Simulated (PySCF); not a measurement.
# Cobalt: a sound run and one with changed settings

Sound run: Co [Ar] 3d7 4s2, Co+ [Ar] 3d8. All numbers are calculated (PySCF 2.14, the non-relativistic Hamiltonian (point nucleus), in cc-pVTZ (7s6p4d2f1g, 68 functions)). In the sound run the correlated levels freeze [Ar]. The sound run starts from symmetry-adapted Hartree-Fock orbitals and uses a fine grid where one is needed.

Changed run: initial guess minao, at most 50 SCF cycles, level shift 2.0 hartree.

| species | method | sound run (hartree) | changed run (hartree) | converged |
| --- | --- | --- | --- | --- |
| Co | UHF | -1381.42514 | -1381.35101 | no |
| Co | B3LYP | -1382.79378 | -1382.78552 | no |
| Co | r2SCAN | -1382.72104 | -1382.71377 | no |
| Co+ | UHF | -1381.13666 | -1381.13666 | yes |
| Co+ | B3LYP | -1382.51430 | -1382.51430 | yes |
| Co+ | r2SCAN | -1382.44948 | -1382.44948 | yes |
| Co+ | MP2 | -1381.41792 | -1381.31091 | yes |

A level shift leaves the converged SCF energy unchanged but raises the virtual orbital energies, which shrinks MP2 if it is not removed.
